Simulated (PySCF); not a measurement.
B(OMe)(OSiH3)2, SMILES COB(O[SiH3])O[SiH3], GFN2-xTB optimised geometry. Atoms within 1.6 Å of the plane z = 0.0 Å (x, y, z in Å): B1 (-0.38, 0.54, 0.00), O2 (-1.01, 1.75, 0.00), C3 (-2.41, 1.90, 0.00), H4 (-2.89, 1.22, 0.71), H5 (-2.62, 2.93, 0.27), H6 (-2.81, 1.70, -1.00), O7 (0.96, 0.54, 0.00), Si8 (2.22, 1.55, 0.01), H9 (2.17, 2.44, -1.15), H10 (3.34, 0.60, -0.06), H11 (2.23, 2.33, 1.25), O12 (-1.03, -0.63, 0.00), Si13 (-2.23, -1.70, 0.03), H14 (-3.34, -1.23, -0.81), H15 (-2.66, -1.83, 1.42), H16 (-1.64, -2.93, -0.50).

Computed with PBE0/def2-TZVP (PySCF). Cells within 0.4 Å of a nucleus heavier than hydrogen are left out (blank, or x).

Map of the Laplacian of the electron density (e/bohr⁵), clipped to [-1.50, 1.50] on the plane z = 0.0 Å:

```
|44444444444444444444444444444|
|44444444444444444444444444444|
|44444444444444444444444444444|
|44444444444444444444444444444|
|44444444444444444444444444444|
|44444444444444444444444444444|
|44444444444444444444444444444|
|44444442344444444444444444444|
|44444442145665444444444444444|
|4444445xx43xx6444459984444444|
|44444443x33xx654448xx94444444|
|44444444456524556459x83444444|
|4444444444456x83xx45530244444|
|4444444444459x93xx54442344444|
|44444444445535555554444444444|
|44444444445xx5545444444444444|
|44444444443xx6444444444444444|
|44444445994455444444444444444|
|44444449xx8444444444444444444|
|44444449xx6444444444444444444|
|44444444753444444444444444444|
|44444444433444444444444444444|
|44444444444444444444444444444|
|44444444444444444444444444444|
|44444444444444444444444444444|
|44444444444444444444444444444|
|44444444444444444444444444444|
|44444444444444444444444444444|
|44444444444444444444444444444|
```
Scale: ten equal steps from -1.08 (start of '0') to 1.50 (end of '9'), in the order '0123456789'; x runs from -5.50 to 5.50, y from -5.50 (bottom) to 5.50 (top).
